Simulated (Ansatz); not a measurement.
Two structures of HfH2Cl2O2, singlet, reached by relaxing down either side of one saddle point (PBE0-D4/def2-TZVP). Energies are electronic, without zero-point energy. Program: Ansatz 0.2.0. Basis: def2-TZVPP and def2-QZVPP. Cores are frozen in the correlated methods. Core potentials replace the inner electrons of the atoms past krypton. Extrapolation: Hartree–Fock as exp(−7.88 √X), correlation as X^−2.97. First:

```tsv
atom	x (Å)	y (Å)	z (Å)
Hf1	-0.0519	0.0008	0.4129
O2	1.5005	-0.6197	-0.4821
O3	-1.3457	0.6212	-0.8277
H4	-1.8902	0.8930	-1.5593
Cl5	0.5485	1.7754	1.8434
Cl6	-0.9767	-1.7739	1.6585
H7	2.2154	-0.8968	-1.0456
```

Second:

Hf1  (-0.519, 0.133, 0.714)
O2  (0.720, -0.356, -1.061)
O3  (-1.813, 0.782, -0.282)
H4  (0.330, -0.035, -1.882)
Cl5  (0.733, 1.822, 1.842)
Cl6  (-1.121, -1.883, 1.838)
H7  (1.670, -0.463, -1.170)
(Å)

Question: Which bonds change from the first to the second?

Answer: HfH₂Cl₂O₂ ([OH][Hf]([OH])([Cl])[Cl]) → HfCl₂O ([O][Hf]([Cl])[Cl]) + H₂O (still joined by a long Hf–O bond); bonds formed: O2–H4; bonds broken: O3–H4; bonds weakened to dative contacts: Hf1–O2.

Question: Give the saddle point's structure and its height above each. (An estimate is asked for; the value comes from the calculation.)

Answer: The calculation gives: 2.214 eV above the first and 0.392 eV above the second (CCSD(T) at an estimated basis limit (MP2 extrapolated from triple and quadruple zeta, plus CCSD(T) − MP2 in triple zeta)).
```xyz
7
angstrom
Hf -0.3035 0.0058 0.7043
O 0.7848 -0.5040 -1.0632
O -1.2894 0.5838 -0.7044
H -0.1713 0.0811 -1.3322
Cl 0.6735 1.7781 1.9212
Cl -1.3028 -1.7684 1.9047
H 1.6087 -0.1765 -1.4303
```

The T1 diagnostic stays at or below 0.018.

Labels in which every atom is bracketed show which atoms are joined, not bond orders.

For scale, one of the runs: CCSD(T)/def2-TZVPP, 230 basis functions, launched by `ansatz run in.yaml --threads 8 --pin off --events-out ev --progress --plain --max-ram 19148MiB`. The run took 29 s on 8 CPU threads of an AMD EPYC 9R45 (shared host), with 4.4 GiB of host memory at its peak.
